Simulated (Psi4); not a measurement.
C2H6BeClN (SMILES C[N](C)[Be][Cl]), singlet, at a GFN2-xTB geometry (such geometries of metal compounds can be far from the true shape); B3LYP/def2-TZVPD (Psi4 1.11).

Here is a job for Psi4.
```
memory 2 GB

molecule mol {
0 1
  Be    0.258547    0.359291   -0.272111
  Cl    1.142723    1.587989   -1.202671
  N    -0.494415   -0.687066    0.520353
  C    -1.296000   -0.419392    1.698585
  C    -0.519636   -2.103712    0.212300
  H    -2.335294   -0.725482    1.533737
  H    -0.908810   -0.974197    2.560718
  H    -1.276734    0.641973    1.928866
  H    -0.119717   -2.686132    1.050065
  H    -1.546201   -2.437417    0.023084
  H     0.081001   -2.303627   -0.670404
}

set basis def2-tzvpd
set reference rks

energy('b3lyp')
print_variables()
```

Question: Predict the main parts of the log of this Psi4 run.

Answer: 
```
   => Loading Basis Set <=

    Name: DEF2-TZVPD
    Role: ORBITAL
    Keyword: BASIS

         ---------------------------------------------------------
                                   SCF
               by Justin Turney, Rob Parrish, Andy Simmonett
                          and Daniel G. A. Smith
                              RKS Reference
         ---------------------------------------------------------

  ==> Geometry <==

    Molecular point group: c1
    Full point group: C1

    Geometry (in Angstrom), charge = 0, multiplicity = 1:

       Center              X                  Y                   Z               Mass
    ------------   -----------------  -----------------  -----------------  -----------------
         BE           0.174198469160     0.242075676742    -0.183337475816     9.012183065000
         CL           1.058374469160     1.470773676742    -1.113897475816    34.968852682000
         N           -0.578763530840    -0.804281323258     0.609126524184    14.003074004430
         C           -1.380348530840    -0.536607323258     1.787358524184    12.000000000000
         C           -0.603984530840    -2.220927323258     0.301073524184    12.000000000000
         H           -2.419642530840    -0.842697323258     1.622510524184     1.007825032230
         H           -0.993158530840    -1.091412323258     2.649491524184     1.007825032230
         H           -1.361082530840     0.524757676742     2.017639524184     1.007825032230
         H           -0.204065530840    -2.803347323258     1.138838524184     1.007825032230
         H           -1.630549530840    -2.554632323258     0.111857524184     1.007825032230
         H           -0.003347530840    -2.420842323258    -0.581630475816     1.007825032230

  Running in c1 symmetry.

  Rotational constants: A =      0.32635  B =      0.05462  C =      0.04763 [cm^-1]
  Rotational constants: A =   9783.70138  B =   1637.35778  C =   1427.79262 [MHz]
  Nuclear repulsion =  176.472784293767774

  Charge       = 0
  Multiplicity = 1
  Electrons    = 46
  Nalpha       = 23
  Nbeta        = 23

  ==> Algorithm <==

  SCF Algorithm Type is DF.
  DIIS enabled.
  MOM disabled.
  Fractional occupation disabled.
  Guess Type is SAD.
  Energy threshold   = 1.00e-06
  Density threshold  = 1.00e-06
  Integral threshold = 1.00e-12

  ==> Primary Basis <==

  Basis Set: DEF2-TZVPD
    Blend: DEF2-TZVPD
    Number of shells: 95
    Number of basis functions: 233
[...]
   @DF-RKS iter   4:  -609.70419523327098   -4.43708e-02   6.69477e-04 ADIIS/DIIS
   @DF-RKS iter   5:  -609.71325106869585   -9.05584e-03   1.40133e-04 ADIIS/DIIS
   @DF-RKS iter   6:  -609.71373727681043   -4.86208e-04   3.51871e-05 DIIS
   @DF-RKS iter   7:  -609.71376679817195   -2.95214e-05   5.31427e-06 DIIS
   @DF-RKS iter   8:  -609.71376751665900   -7.18487e-07   1.00562e-06 DIIS
   @DF-RKS iter   9:  -609.71376754105495   -2.43959e-08   2.20067e-07 DIIS
  Energy and wave function converged.

  ==> Post-Iterations <==

   Electrons on quadrature grid:
      Ntotal   =   46.0000144395 ; deviation = 1.444e-05

    Orbital Energies [Eh]
    ---------------------

    Doubly Occupied:

[...]
    Virtual:

[...]
    Final Occupation by Irrep:
              A
    DOCC [    23 ]
    NA   [    23 ]
    NB   [    23 ]

  @DF-RKS Final Energy:  -609.71376754105495

   => Energetics <=

    Nuclear Repulsion Energy =            176.4727842937677735
    One-Electron Energy =               -1186.6052203867393473
    Two-Electron Energy =                 441.8090859287869421
    DFT Exchange-Correlation Energy =     -41.3904173768701966
    Empirical Dispersion Energy =           0.0000000000000000
    VV10 Nonlocal Energy =                  0.0000000000000000
    Total Energy =                       -609.7137675410548354

Computation Completed

Properties will be evaluated at   0.000000,   0.000000,   0.000000 [a0]

Properties computed using the SCF density matrix

 Multipole Moments:

 ------------------------------------------------------------------------------------
     Multipole            Electronic (a.u.)      Nuclear  (a.u.)        Total (a.u.)
 ------------------------------------------------------------------------------------

 L = 1.  Multiply by 2.5417464519 to convert [e a0] to [Debye]
 Dipole X            :          6.9720984           -7.3321930           -0.3600946
 Dipole Y            :          9.6888011          -10.1892065           -0.5004054
 Dipole Z            :         -7.3378602            7.7168442            0.3789840
 Magnitude           :                                                    0.7236730

 ------------------------------------------------------------------------------------

  Variable Map:
  ----------------------------------------------------------------------------
[...]
  Array Variable Map:
  ----------------------------------------------------------------------------
[...]
[...]
```
